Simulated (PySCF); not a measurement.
Bi(Cl)2(SiH3) (BiCl2H3Si), SMILES [Cl][Bi]([Cl])[SiH3]. Geometry optimised at PBE-D3(BJ)/def2-SVP. The structure was generated by enumeration; whether it is a known compound was not checked. The def2 effective core potentials stand for the cores of Bi; spin–orbit coupling is left out.

Q: Give the equilibrium geometry at PBE-D3(BJ)/def2-SVP (PySCF confirms it by a frequency run) as a Z-matrix, and its point group. (The exact figures need the calculation; the answer reports its results.)

A: point group Cs.
```
Si
H 1 1.4998
H 1 1.5056 2 110.53
H 1 1.5056 2 110.53 3 -121.17
Bi 1 2.7090 2 106.34 3 119.42
Cl 5 2.5041 1 89.08 2 51.02
Cl 5 2.5041 6 102.02 2 69.12
```
